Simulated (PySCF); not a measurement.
**Adding and removing an electron: CsLi**

RHF-CCSD(T); Cs def2-SVPD with ECP46, Li def2-SVPD; scalar-relativistic core potentials (PySCF 2.14). Neutral (RHF): singlet (closed shell), Re = 3.789 Å, ωe = 171 cm⁻¹, De = 0.61 eV.

CsLi⁻ (ROHF): doublet (σ ↑), Re = 4.248 Å, ωe = 111 cm⁻¹, De = 0.53 eV to Cs + Li⁻. The energies at the minima are -27.35063 hartree for CsLi and -27.36855 for CsLi⁻.

Task: Work out the adiabatic electron affinity, without and with harmonic zero-point energies (1 hartree = 27.2114 eV, 1 eV = 8065.5 cm⁻¹), and the change of the bond length.

Result: At CCSD(T): 0.01792 hartree = 0.488 eV between the minima; the zero-point term (171.0 − 111.0)/2 cm⁻¹ = +0.004 eV makes it 0.491 eV. Re changes by +45.9 pm against the neutral. The electron enters a σ orbital, and the longer bond of the ion fits an antibonding orbital, or a change in how ionic the bond is.

Correlated steps freeze no core orbitals. Correlated levels converge slowly with the basis: in double zeta they bind strong bonds too weakly, by up to about 1 eV, and carry superposition errors of some tenths. Spin–orbit coupling is left out. For an ion De counts to the pair picked by the measured ionisation energies or electron affinities, which need not be the lowest pair at this level. Where the molecule has an RHF reference, its open-shell atoms are computed with UHF. The CCSD T1 diagnostic is raised in CsLi⁻, a sign that a single reference may not be enough there. States were picked by a PBE0 search and need not be the measured ground states.
